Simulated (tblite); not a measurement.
Compound: C3H8N2SSi.
Atom-mapped SMILES: `[CH3:1][Si@@H:2]([NH2:3])[S:4][CH2:5][C:6]#[N:7]` (hydrogens: H8, H9, H10 on C1; H11 on Si2; H12, H13 on N3; H14, H15 on C5)

Geometry (GFN2-xTB, Å), atoms numbered from 1 in this order:
```
atom  x, y, z in Å
C1    -1.4189   -1.1422    0.4308
Si2   -1.0723    0.4969   -0.4428
N3    -0.6980    1.6657    0.7695
S4     0.7173    0.4527   -1.6701
C5     2.0061    0.1532   -0.3903
C6     1.9925   -1.2183    0.0190
N7     1.9477   -2.3171    0.3341
H8    -0.6376   -1.3978    1.1412
H9    -2.3599   -1.0977    0.9698
H10   -1.4861   -1.9570   -0.2836
H11   -2.0829    0.8347   -1.4420
H12   -1.3032    1.7447    1.5710
H13   -0.3847    2.5815    0.4836
H14    1.8140    0.8103    0.4588
H15    2.9615    0.3985   -0.8557
```

All values are computed: GFN2-xTB (tblite) harmonic vibrations without scaling, gas phase. Against measured fundamentals such values can be off by several per cent, at times by over 20. Modes of hydrogen on silicon can be 10 to 20 % off. One conformer, not necessarily the lowest.

Harmonic wavenumbers (cm⁻¹): 26.2, 60.2, 106.2, 131.0, 141.9, 179.7, 192.9, 260.6, 271.2, 369.2, 457.0, 492.9, 558.3, 619.0, 667.6, 709.6, 740.7, 798.0, 825.1, 840.3, 854.9, 905.6, 997.3, 1084.6, 1178.0, 1377.6, 1380.8, 1472.1, 1478.0, 1505.0, 2269.6, 2399.9, 2967.5, 2983.2, 3039.8, 3046.1, 3050.1, 3454.0, 3494.8.

A = 2289, B = 1370, C = 1106 MHz; mass 132.018 u (most abundant isotopes); point group C1, symmetry number 1.

Question: What is the zero-point energy?

Answer: Half the sum of the wavenumbers: 23693 cm⁻¹ = 67.74 kcal/mol.

Question: What is S at 298.15 K and 1 bar for an ideal gas of classical rigid rotors and harmonic oscillators?

Answer: Translation 40.57, rotation 28.92, vibration 32.92: S = 102.4 cal/(mol K).

Question: And Cp and H(298.15 K) − H(0)?

Answer: Cp = 37.86 cal/(mol K), of which vibrations give 29.91 (their classical limit is 39 R = 77.5); H(298.15 K) − H(0) = 7.26 kcal/mol without the zero-point energy, 4.89 from vibrations.

Question: What must be added to the electronic energy to get the Gibbs energy at 298.15 K and 1 bar?

Answer: ZPE + [H(298.15 K) − H(0)] − T·S = 67.74 + 7.26 − 30.53 = 44.47 kcal/mol.

Question: How do the functions run with temperature in this model?

Answer: 
```json
{"T (K)": "100", "S (cal/(mol K))": "71.9", "Cp (cal/(mol K))": "20.5", "H − H(0) (kcal/mol)": "1.42", "G − H(0) (kcal/mol)": "-5.77", "ln q(vib)": "2.45"}
{"T (K)": "200", "S (cal/(mol K))": "89.0", "Cp (cal/(mol K))": "29.7", "H − H(0) (kcal/mol)": "3.94", "G − H(0) (kcal/mol)": "-13.86", "ln q(vib)": "5.51"}
{"T (K)": "300", "S (cal/(mol K))": "102.6", "Cp (cal/(mol K))": "38.0", "H − H(0) (kcal/mol)": "7.33", "G − H(0) (kcal/mol)": "-23.46", "ln q(vib)": "8.36"}
{"T (K)": "500", "S (cal/(mol K))": "125.2", "Cp (cal/(mol K))": "50.3", "H − H(0) (kcal/mol)": "16.26", "G − H(0) (kcal/mol)": "-46.33", "ln q(vib)": "13.59"}
{"T (K)": "800", "S (cal/(mol K))": "151.4", "Cp (cal/(mol K))": "61.3", "H − H(0) (kcal/mol)": "33.14", "G − H(0) (kcal/mol)": "-87.99", "ln q(vib)": "20.43"}
{"T (K)": "1000", "S (cal/(mol K))": "165.7", "Cp (cal/(mol K))": "66.3", "H − H(0) (kcal/mol)": "45.92", "G − H(0) (kcal/mol)": "-119.74", "ln q(vib)": "24.44"}
```

q(vib) and H(0) count from the zero-point level.

Question: Blend soft modes into free rotors: weight 1/[1 + (100 cm⁻¹/ν̃)⁴] for the oscillator and the rest for a rotor with moment μB/(μ + B), μ = h/(8π²ν), B = 10⁻⁴⁴ kg m². What vibrational entropy results?

Answer: 29.68 cal/(mol K) in place of 32.92, which changes −T·S at 298.15 K by +0.97 kcal/mol.

Question: Which modes carry the vibrational entropy at 298.15 K?

Answer: 26.2 cm⁻¹: 6.10; 60.2 cm⁻¹: 4.45; 106.2 cm⁻¹: 3.34; 131.0 cm⁻¹: 2.93; 141.9 cm⁻¹: 2.78; 179.7 cm⁻¹: 2.33 cal/(mol K); the other 33 give 10.99 together.

Hindered rotation and anharmonicity are outside this model. Other conformers, if any are populated, would add a mixing term that is left out. The structure is chiral; the term R ln 2 for an equal mix with its mirror image is left out.
